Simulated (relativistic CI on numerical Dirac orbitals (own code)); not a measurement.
Pd⁺ (4d9) in a crystal field

Calculated by Dirac-Coulomb-Breit CI, KLI orbitals optimised for each configuration, a model potential for QED, valence Slater integrals scaled by 0.65, one configuration in a parametric crystal field (own radial code).

Field parameters in Wybourne normalisation: Td as Oh with Dq negative (B⁴₀ = 21Dq, B⁴₄ = √(5/14) B⁴₀). The field is a parameter set, without covalency.

S is read from ⟨S²⟩ = S(S + 1).

Levels (cm⁻¹, degeneracy): 0 (2), 1623 (4), 9324 (4).

(1) Which field gives this pattern?
A. Td, 10Dq = -7650 cm⁻¹
B. Td, 10Dq = -4000 cm⁻¹
C. Td, 10Dq = -5200 cm⁻¹
D. Td, 10Dq = -6400 cm⁻¹

## Answers

(1) A. Td, 10Dq = -7650 cm⁻¹, ground level with S = 0.50.
